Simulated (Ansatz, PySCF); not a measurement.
Gas-phase reaction (SMILES): [Br][GeH2][Br] [dibromogermane] -> [Br][GeH][Br] + H atom; the Ge-H bond at the site shown breaks (other sites are not compared here).

Each molecule is optimised on its own at B3LYP-D3(BJ)/def2-TZVP (Ansatz, a first-principles code). Valence correlation only, unless marked. UHF or UKS for open shells. No spin-orbit coupling. Frozen are the shells of the preceding noble gas and the d and f shells that filled before the atom's block. Non-relativistic. CBS(X,Y): correlation extrapolated as X^-3; Hartree-Fock from the larger set (for Q and 5 zeta extrapolated as (X+1)exp(-9√X)). Thermal terms are rigid-rotor harmonic-oscillator values from B3LYP-D3(BJ) frequencies (PySCF) at 298.15 K and 1 atm. 1 Eh = 627.5095 kcal/mol. Atoms have translation alone. Electronic entropy comes from spin alone.

```tsv
species	E, CCSD(T)/CBS(cc-pVQZ,cc-pV5Z) (Ansatz) (Eh)	E, PBE0-D4/def2-TZVPD (Ansatz + dftd4) (Eh)	H - E (Eh)	G - E (Eh)
[Br][GeH2][Br]	-7222.17283	-7225.74777	0.02353	-0.01339
[Br][GeH][Br]	-7221.53661	-7225.11809	0.01438	-0.02374
H atom	-0.50000	-0.50104	0.00236	-0.01065
```

### Question
Work out ΔE and ΔH, ΔG, ΔS and the equilibrium constant at 298.15 K at the first level, then ΔH at the second.

### Answer

1. ΔE = [(-7221.53661) + (-0.50000)] - [(-7222.17283)] = 0.13622 Eh = 85.5 kcal/mol at CCSD(T)/CBS(cc-pVQZ,cc-pV5Z).
2. The terms H - E add up to -0.00679 Eh, so ΔH = (0.13622 + (-0.00679))×627.5095 = 81.2 kcal/mol.
3. The terms G - E add up to -0.02100 Eh, so ΔG = 72.3 kcal/mol, and ΔS = (-0.00679 - (-0.02100))×627509.5/298.15 = 29.9 cal/(mol K).
4. log10 K = -ΔG/(RT ln 10) = -53.0, with RT ln 10 = 1.3642 kcal/mol.
5. With ΔH and ΔS taken as constant, ΔG changes sign near ΔH/ΔS = 2720 K, a rough figure that leaves out heat capacities.
6. At PBE0-D4/def2-TZVPD the same steps give ΔE = 80.7 and ΔH = 76.5 kcal/mol, a shift of -4.7 from the first level.
7. These values are not checked against measurement here, since the tables used lack a sound gas-phase enthalpy of formation for at least one species.
